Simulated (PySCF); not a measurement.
C₃H₃BO₂, SMILES C#CB(O)C=O. Coordinates come from a PBE0-D3(BJ)/def2-SVP optimisation. This is a generated structure with no PubChem entry under its InChIKey; it may be hypothetical. One conformer was computed; it need not be the lowest.

Computed equilibrium geometry at PBE0-D3(BJ)/def2-SVP (PySCF confirms it by a frequency run) as bond lengths and angles, and its point group (one conformer of several):
point group Cs.
Atoms: C1 C2 B3 O4 C5 O6 H7 H8 H9. Bonded distances (Å): C1–C2 1.217, C1–H7 1.076, C2–B3 1.530, B3–O4 1.348, B3–C5 1.607, O4–H8 0.964, C5–O6 1.208, C5–H9 1.127. Angles (°): C2–C1–H7 179.3, C1–C2–B3 179.8, C2–B3–O4 122.8, C2–B3–C5 121.8, O4–B3–C5 115.4, B3–O4–H8 113.5, B3–C5–O6 123.6, B3–C5–H9 116.4, O6–C5–H9 120.0.
